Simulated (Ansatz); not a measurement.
```yaml
crystal:
  periodic: [false, false, false]
  atoms:
    - {symbol: C, position_ang: [5.203190, -2.070344, -0.144152]}
    - {symbol: C, position_ang: [5.813496, -0.831131, -0.164480]}
    - {symbol: C, position_ang: [5.031152, 0.351526, -0.144536]}
    - {symbol: C, position_ang: [5.641404, 1.631472, -0.164980]}
    - {symbol: C, position_ang: [4.864685, 2.773780, -0.145049]}
    - {symbol: C, position_ang: [3.463746, 2.680336, -0.104377]}
    - {symbol: C, position_ang: [2.807165, 1.444603, -0.082742]}
    - {symbol: C, position_ang: [1.345616, 1.337555, -0.040458]}
    - {symbol: C, position_ang: [0.524696, 2.468858, -0.018455]}
    - {symbol: C, position_ang: [-0.862855, 2.371907, 0.020973]}
    - {symbol: C, position_ang: [-1.518534, 1.137447, 0.041023]}
    - {symbol: C, position_ang: [-2.980799, 1.040209, 0.082112]}
    - {symbol: C, position_ang: [-3.802876, 2.172643, 0.101516]}
    - {symbol: C, position_ang: [-5.203208, 2.070392, 0.141759]}
    - {symbol: C, position_ang: [-5.813511, 0.831181, 0.163412]}
    - {symbol: C, position_ang: [-5.031178, -0.351498, 0.144521]}
    - {symbol: C, position_ang: [-5.641424, -1.631464, 0.165532]}
    - {symbol: C, position_ang: [-4.864688, -2.773768, 0.145939]}
    - {symbol: C, position_ang: [-3.463752, -2.680334, 0.105294]}
    - {symbol: C, position_ang: [-2.807162, -1.444609, 0.083442]}
    - {symbol: C, position_ang: [-1.345610, -1.337589, 0.041182]}
    - {symbol: C, position_ang: [-0.524661, -2.468883, 0.020034]}
    - {symbol: C, position_ang: [0.862890, -2.371942, -0.019688]}
    - {symbol: C, position_ang: [1.518559, -1.137487, -0.040746]}
    - {symbol: C, position_ang: [2.980791, -1.040240, -0.082679]}
    - {symbol: C, position_ang: [3.802865, -2.172647, -0.103699]}
    - {symbol: C, position_ang: [3.597174, 0.251318, -0.103012]}
    - {symbol: C, position_ang: [0.719133, 0.050219, -0.020353]}
    - {symbol: C, position_ang: [-0.719111, -0.050258, 0.020684]}
    - {symbol: C, position_ang: [-3.597197, -0.251326, 0.103152]}
    - {symbol: H, position_ang: [5.806890, -2.982288, -0.159394]}
    - {symbol: H, position_ang: [6.903464, -0.741774, -0.196139]}
    - {symbol: H, position_ang: [6.733202, 1.694596, -0.196729]}
    - {symbol: H, position_ang: [5.335689, 3.760821, -0.160678]}
    - {symbol: H, position_ang: [2.887394, 3.606583, -0.089865]}
    - {symbol: H, position_ang: [0.965718, 3.466531, -0.032107]}
    - {symbol: H, position_ang: [-1.438285, 3.298553, 0.036199]}
    - {symbol: H, position_ang: [-3.360971, 3.170031, 0.085077]}
    - {symbol: H, position_ang: [-5.806896, 2.982369, 0.156070]}
    - {symbol: H, position_ang: [-6.903479, 0.741864, 0.195139]}
    - {symbol: H, position_ang: [-6.733222, -1.694572, 0.197230]}
    - {symbol: H, position_ang: [-5.335688, -3.760803, 0.161986]}
    - {symbol: H, position_ang: [-2.887426, -3.606604, 0.090594]}
    - {symbol: H, position_ang: [-0.965663, -3.466553, 0.034578]}
    - {symbol: H, position_ang: [1.438306, -3.298617, -0.034249]}
    - {symbol: H, position_ang: [3.360953, -3.170062, -0.088869]}
basis:
  gaussian: {orbitals: ANO-RCC-VTZP, fitting: {mean_field: def2-universal-jkfit}}
hamiltonian: {xc: {name: B3LYP}, dispersion: d3bj, pseudopotentials: {relativity: none}}
scf: {omitted_lower_state_checks: [starts]}
```

```sh
$ ansatz run in.yaml --threads 2 --pin off --events-out ev --progress --plain --max-ram 22528MiB --backend cuda --devices 0, --max-vram 18GiB
```

Shortened log:

```
Functional definition: B3LYP
2538 factors; integrals over basis functions are off by at most 5.0e-1 eV
mean field evaluation 1: about -31353.3817 eV, gradient 1.1e2 eV
mean field evaluation 2: about -31352.0946 eV, gradient 1.1e2 eV
mean field evaluation 4: about -31383.0809 eV, gradient 1.4e1 eV
mean field evaluation 8: about -31383.6132 eV, gradient 2.7e-1 eV
mean field evaluation 16: about -31383.6000 eV, gradient 1.3e-3 eV
mean field -31383.59997990 eV, -1153.3260266934 hartree, gradient 5.4e-5 eV, S^2 0.000000; 0 other end points of the search recorded, 0 dependent functions left out
reference -31383.60059381 eV, -1153.3260492541 hartree; 98, 98 occupied and 1026, 1026 virtual orbitals, 2538 factors
WARN: the results are in doubt because the basis set is contracted for relativity, which is off
Total energy: -31387.21162991 eV, -1153.4587523829 hartree
In doubt: the basis set is contracted for relativity, which is off
Checks for a lower state left out: starts
```

It took 22 s on 2 threads of AMD EPYC 7R13 on a shared host and a share (18 GiB) of an NVIDIA H100 80GB HBM3, peak host memory 1.9 GiB.

DK, ANO-RCC and x2c sets are all-electron and run with scalar relativity unless a key says otherwise. B3LYP takes the VWN-RPA correlation. The program marks the result for the charge 0 singlet as doubtful (missing relativity).
